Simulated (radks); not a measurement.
Results of a calculation; reference values are marked as such.
Question: Species: Hg XXXIII. Configuration: [Kr] 4d10 4f2 (the NIST ground configuration). Level of theory: scalar-relativistic Kohn-Sham, LB94 model potential, spin-polarised, spherical densities, finite nucleus; open shells are filled with parallel spins first (spin-orbit coupling, left out, can overturn this in heavy ions); Fermi nuclear charge, rms radius 5.4648 fm (a radial shooting solver on a logarithmic mesh with Libxc functionals). Some entries of the table are withheld. Estimate them.

orbital  occ.  eigenvalue (eV)  <r> (bohr)  r(max) (bohr)
1s down     1        -84616.53     0.01657        0.01022
1s up       1        -84616.53     0.01657        0.01022
2s down     1        -16015.03     0.06984        0.05910
2s up       1        -16014.94     0.06984        0.05910
2p down     3        -13986.72     0.06318        0.04901
2p up       3        -13986.64     0.06318        0.04901
3s up       1        -4734.520      0.1798         0.1665
3s down     1        -4734.367      0.1798         0.1665
3p up       3        -4147.104      0.1809         0.1661
3p down     3        -4146.850      0.1809         0.1660
3d up       5        -3530.129      0.1638         0.1352
3d down     5        -3530.015      0.1637         0.1352
4s up       1        -1885.534         (1)         0.3656
4s down     1        -1881.930         (2)         0.3656
4p up       3        -1680.549      0.3972         0.3814
4p down     3        -1677.124      0.3975         0.3815
4d up       5        -1444.170      0.4027         0.3802
4d down     5        -1440.835      0.4031         0.3803
4f up       2        -1198.484      0.3824         0.3221
4f down     0        -1195.350      0.3825         0.3218

Answer: 
(1) 4s up <r> (bohr): 0.3797
(2) 4s down <r> (bohr): 0.3799
